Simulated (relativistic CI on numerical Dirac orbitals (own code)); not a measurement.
# Sensitivity of the levels of I19+ to α and to the nuclear radius

Method of calculation: Dirac-Coulomb-Breit CI, separate exchange-only KLI orbitals for each configuration, derivatives by finite differences, unscaled Slater integrals, QED left out (own radial code, finite nucleus).

CI space (outside the closed core [Ar] 3d10): 4s2 4p4, 4s 4p5, 4s2 4p3 4d, 4p6, 4s 4p4 4d, 4s2 4p3 4f. Double excitations out of closed p, d and f shells are left out; levels of such configurations are missing from the list, as are those of other unlisted configurations, and high levels can miss mixing partners.

With x = (α/α₀)² − 1 an excitation energy changes as ω = ω₀ + qx; K = 2q/ω₀ is the relative enhancement. Terms are leading LS components, so labels can repeat. The field-shift factor is F = δν/δ⟨r²⟩ for the transition from the lowest level.

Lowest level 4s2 4p4 3P_2.

| Level | ω₀ (cm⁻¹) | q (cm⁻¹) | K | F (GHz/fm²) |
| --- | --- | --- | --- | --- |
| 4s2 4p4 3P_0 | 43762 | 9498 | 0.434 | -0.863 |
| 4s2 4p4 3P_1 | 105895 | 124300 | 2.35 | -4.22 |
| 4s2 4p4 1D_2 | 130134 | 122500 | 1.88 | -4.1 |
| 4s2 4p4 1S_0 | 261005 | 240400 | 1.84 | -9.67 |
| 4s 4p5 3P°_2 | 511531 | 143900 | 0.563 | -146 |
| 4s 4p5 3P°_1 | 553933 | 157300 | 0.568 | -136 |
| 4s 4p5 3P°_0 | 620119 | 249600 | 0.805 | -137 |
| 4s2 4p3 4d 5D°_2 | 655111 | 20250 | 0.0618 | 2.72 |
| 4s2 4p3 4d 5D°_3 | 660787 | 30710 | 0.093 | 3.1 |
| 4s2 4p3 4d 5D°_0 | 662850 | 45310 | 0.137 | -6.6 |
| 4s2 4p3 4d 5D°_1 | 666325 | 122000 | 0.366 | -53.8 |
| 4s2 4p3 4d 5D°_1 | 677654 | 159200 | 0.47 | -68.8 |
| 4s2 4p3 4d 5D°_4 | 678140 | 50620 | 0.149 | 3.16 |
| 4s2 4p3 4d 5D°_2 | 697893 | 69300 | 0.199 | -0.759 |
| 4s2 4p3 4d 3G°_3 | 731696 | 70260 | 0.192 | 2.09 |
| 4s2 4p3 4d 3D°_1 | 746503 | 107900 | 0.289 | 0.71 |
| 4s2 4p3 4d 3F°_2 | 750363 | 125600 | 0.335 | -0.505 |
| 4s2 4p3 4d 1S°_0 | 755068 | 127200 | 0.337 | -0.64 |
| 4s2 4p3 4d 3F°_3 | 761117 | 130800 | 0.344 | -0.132 |
| 4s2 4p3 4d 3D°_3 | 770517 | 146000 | 0.379 | -0.186 |
| 4s2 4p3 4d 3G°_4 | 775876 | 141700 | 0.365 | -0.0325 |
| 4s2 4p3 4d 3D°_1 | 777086 | 79280 | 0.204 | -5.07 |
| 4s2 4p3 4d 3F°_4 | 787886 | 137600 | 0.349 | -0.0679 |

At this charge energies of transitions that change n are usually good to better than 1 %, and those within a shell (Δn = 0) to a few per cent.
